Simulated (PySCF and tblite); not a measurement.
The numbers below are computed, except where a source is named.
C8H7FO2, numbered as in [CH2:1]=[C:2]1[C:3]([F:4])=[CH:5][CH:6]=[C:7]1[C:8](=[O:9])[O:10][CH3:11].

Level: PBE0-D3(BJ)/pcSseg-1//GFN2-xTB, thermal terms from GFN2-xTB, symmetry numbers and mirror pairs counted. Conformers within 2.5 kcal/mol (GFN2-xTB free energy) were kept, 4 at most. GIAO shieldings: PBE0/pcSseg-1. Shifts are against TMS (¹H), TMS (¹³C), CFCl3 (¹⁹F) at the same level; of two unlike H on one atom, a is the less shielded. (PySCF 2.14, tblite 0.8.)

Problem. List the conformer-averaged shifts at 298.15 K.

Solution. ¹H: 7.91 (H1a, 1H), 7.47 (H6, 1H), 6.98 (H1b, 1H), 5.92 (H5, 1H), 3.98 (H11, 3H) ppm. ¹³C: 172.6 (C3), 169.9 (C8), 149.4 (C6), 146.5 (C2), 142.1 (C1), 119.7 (C7), 112.5 (C5), 53.2 (C11) ppm. ¹⁹F: -133.2 (F4) ppm.

Problem. How do the conformers differ?

Solution. Torsions listed: C2–C7–C8–O10, O9–C8–O10–C11. The 5-ring runs over atoms 2–3–5–6–7.
| conformer | shape | weight % |
| --- | --- | --- |
| 1 | 5-ring flat; 180°, 0° | 83.6 |
| 2 | 5-ring flat; 0°, 0° | 16.4 |

```tsv
signal	1	2	average
H1a	8.01	7.41	7.91
H1b	7.00	6.86	6.98
H5	5.90	6.02	5.92
H6	7.40	7.80	7.47
H11	3.97	3.99	3.98
C1	142.5	139.7	142.1
C2	146.6	146.1	146.5
C3	172.8	172.0	172.6
C5	112.5	112.8	112.5
C6	148.7	152.9	149.4
C7	119.5	120.9	119.7
C8	169.8	170.0	169.9
C11	53.2	52.9	53.2
F4	-133.2	-133.1	-133.2
```

Problem. Which signal moves most, for its nucleus, between 250 and 350 K through the change of populations alone?

Solution. H1a: 7.94 ppm at 250 K, 7.91 ppm at 298.15 K, 7.89 ppm at 350 K.

The minima are those of GFN2-xTB; planar forms about aryl–S or allylic bonds may be saddles in DFT. Unscaled ¹⁹F shifts at such levels can be off by tens of ppm; differences between conformers or isomers are more reliable. Shifts are unscaled: against experiment ¹³C can be off by 15 ppm or more and ¹H by 0.8 ppm.


Conformer gaps in pcSseg-1 on xTB geometries can be 2 kcal/mol off for S=O, P=O and other polar bonds.